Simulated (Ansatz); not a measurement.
(H2Al-mu-Br)2 (Al₂H₄Br₂), relaxed as a singlet with RKS PBE0-D4/def2-SVP in Ansatz, starting from the GFN2-xTB geometry. Force threshold 0.02 eV/Å.

Start:

```xyz
8

Al    0.072   -1.588    0.413
H     1.241   -1.989    1.320
H    -1.039   -2.479   -0.157
Br   -1.010    0.329    1.443
Al   -0.071    1.588   -0.412
H     1.041    2.476    0.160
H    -1.238    1.993   -1.321
Br    1.005   -0.330   -1.446
```

(1) Estimate the energy that the relaxation releases and the steps that it takes.

(2) Does the start keep its bonding and symmetry?

(3) Predict the relaxed structure.

Answers

(1) 9.1 kJ/mol, in 5 steps; 9 s on 4 threads of Arm Neoverse V1 on a shared host. No frequencies were taken in this run, so the end may be a saddle point.

(2) By distances, no bond broke or formed. The bond that changes most is Al5–H6, from 1.53 to 1.58 Å (atoms count from 1). Point group D2h at the start, D2h at the end, both within 0.05 Å.

(3) 
Cartesian coordinates in Å:
```
Al 0.0741 -1.6530 0.4296
H 1.2747 -2.0724 1.3627
H -1.0646 -2.5757 -0.1534
Br -1.0067 0.3290 1.4394
Al -0.0739 1.6530 -0.4295
H 1.0668 2.5719 0.1558
H -1.2729 2.0771 -1.3626
Br 1.0026 -0.3299 -1.4421
```
Bond lengths (bridged metal pairs left out): 4 × Al–Br 2.47 Å; 4 × Al–H 1.58 Å.
